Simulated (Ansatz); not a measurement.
`C[B](F)[GeH2][Cl]`, relaxed with RKS PBE0-D4/def2-TZVP in Ansatz from a PBE-D4/def2-SVP geometry. The force threshold is 0.005 eV/Å; the program also tests the step.

Charge 0, multiplicity 1.

Start:

```xyz
10

C    -1.303   -0.083    0.907
B    -0.132    0.757    0.319
F    -0.026    2.069    0.566
Ge    1.323   -0.075   -0.945
Cl    0.985   -2.253   -0.934
H    -1.795    0.384    1.783
H    -2.067   -0.172    0.097
H    -0.997   -1.126    1.129
H     1.218    0.363   -2.434
H     2.794    0.135   -0.487
```

```csv
step,energy (eV),largest force (eV/Å),largest move (Å)
1,-73541.5521,0.508,0.000
2,-73541.5812,0.165,0.042
3,-73541.5844,0.061,0.015
4,-73541.5850,0.044,0.016
5,-73541.5852,0.017,0.005
6,-73541.5855,0.019,0.016
7,-73541.5857,0.024,0.017
8,-73541.5860,0.032,0.039
9,-73541.5862,0.060,0.033
10,-73541.5863,0.081,0.033
11,-73541.5867,0.082,0.024
12,-73541.5869,0.066,0.009
13,-73541.5871,0.057,0.025
14,-73541.5874,0.016,0.019
15,-73541.5876,0.032,0.038
16,-73541.5877,0.049,0.033
17,-73541.5878,0.032,0.020
18,-73541.5879,0.024,0.040
19,-73541.5880,0.014,0.009
20,-73541.5880,0.010,0.011
21,-73541.5880,0.010,0.005
22,-73541.5880,0.010,0.008
23,-73541.5880,0.009,0.011
24,-73541.5880,0.006,0.008
25,-73541.5880,0.002,0.007
```

End:

```xyz
10

C    -1.292   -0.077    0.927
B    -0.144    0.752    0.300
F    -0.027    2.050    0.545
Ge    1.302   -0.071   -0.968
Cl    0.827   -2.180   -1.197
H    -1.948    0.508    1.575
H    -1.886   -0.543    0.132
H    -0.878   -0.921    1.490
H     1.309    0.510   -2.392
H     2.736   -0.028   -0.412
```

Hardware: 4 threads of an Arm Neoverse V2 on a shared host. Wall time 87 s, peak host memory 0.64 GiB.
